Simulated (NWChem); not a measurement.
Molecule: C2H8OSi; SMILES CC[SiH2]O

```xyz
12

Si     0.4966    -0.7617     0.1272
O     -0.9172    -1.5533    -0.2913
C      0.5246     1.0445    -0.4208
C     -0.5814     1.9175     0.1995
H      1.5756    -1.5235    -0.5514
H      0.7112    -0.8088     1.6072
H     -1.7172    -1.2791     0.1771
H      0.4609     1.0798    -1.5169
H      1.5131     1.4531    -0.1627
H     -0.5165     1.9297     1.2945
H     -0.5184     2.9567    -0.1442
H     -1.5791     1.5486    -0.0692
```
Atoms are numbered in this order, from 1.

Program: NWChem. Pople sets run with spherical d functions. Structure relaxed at the B3LYP/6-31G* (spherical d) level. Vzz is the largest principal value of the second derivative of the potential at the nucleus (NWChem prints the opposite sign); η is the asymmetry. Non-relativistic.

| level | Vzz O2 (a.u.) | η O2 |
|---|---|---|
| PBE0/6-31G* | 1.386 | 0.65 |
| PBE0/def2-TZVP | 1.399 | 0.63 |
| Hartree-Fock/def2-TZVP | ___ | 0.59 |
| Hartree-Fock/def2-SVP | 1.538 | 0.61 |

What belongs in the gaps?


- Hartree-Fock/def2-TZVP, Vzz O2 (a.u.): 1.490
